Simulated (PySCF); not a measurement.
**Structure from NMR data**

An unknown has the formula C$_{8}$H$_{24}$S$_{2}$Si$_{4}$. Its calculated NMR data are:

¹H NMR (300 MHz, computed): δ 0.35 (s, 24H).

¹³C{¹H} NMR (computed): δ 2.5 (CH3, 8C).

Fast rotation and ring inversion assumed for equivalent nuclei, gas phase, single conformer, non-relativistic. PBE0-D3(BJ)/def2-SVP geometry; GIAO PBE0/pcSseg-1 shieldings; PySCF 2.14.

Chemical shifts δ = σref − σ; TMS for ¹H, ¹³C, all at this level.

Q: What is the structure?

A: 
- The formula gives 1 degree of unsaturation.
- 1 carbon signal for 8 carbons: some carbons are equivalent by symmetry or fast rotation.
- Carbon types of the structure: 8 × CH3, which accounts for all hydrogens.
- δC 2.5: methyl carbon bonded to Si; an electropositive neighbour leaves it electron-rich and shielded.
- δH 0.35: hydrogen on a methyl carbon bonded to Si; an electropositive neighbour shields it, as in TMS itself.

Structure: `C[Si]1(C)S[Si](C)(C)[Si](C)(C)S[Si]1(C)C`.

The data come from this structure; uniqueness wasn't tested.

Shifts are as computed. Against solution values, carbons near 30 ppm lie about +2 ppm off and those near 130 ppm about +5 ppm (rms about the fit 1.9 ppm; single classes can miss by 10 ppm). Of 1328 compounds with measured shifts, 309 miss one by over three times the rms of a fit or turn the order of signals round; such compounds aren't used in these exercises. Signals without a measured value on file couldn't be tested in this way; 1H shifts scatter by 0.2 ppm about their fit, and single ones miss by 0.5 ppm.
